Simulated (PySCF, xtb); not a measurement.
C4H6BF, SMILES C#CB(F)CC.

The structure is a stationary point at PBE0-D3(BJ)/def2-SVP. This is a generated structure with no PubChem entry under its InChIKey; it may be hypothetical. Other conformers were not sampled.

Level of theory: C-PCM-PBE0/def2-SVP (PySCF).

The values are the electrostatic part of the solvation free energy, E(continuum) − E(gas) at the gas-phase geometry, in a cavity of scaled van der Waals radii (PySCF's table); cavitation and dispersion terms are not included. In vacuum the orbital gap is 6.90 eV. The dipole moment in vacuum is 1.47 D.

Estimate the values in water (ε = 78.36), 1-octanol (ε = 9.86), cyclohexanone (ε = 15.62). (An estimate is asked for; the answer gives what the named calculation found.)


```csv
solvent,ε,ΔG(elec) (kcal/mol),dipole (D),gap (eV)
water,78.36,-3.3,1.74,6.96
1-octanol,9.86,-3.0,1.71,6.96
cyclohexanone,15.62,-3.2,1.72,6.96
```

For comparison, GFN2-xTB/ALPB(water) (xtb, at the GFN2-xTB geometry, all terms of that model) gives -1.8 kcal/mol.
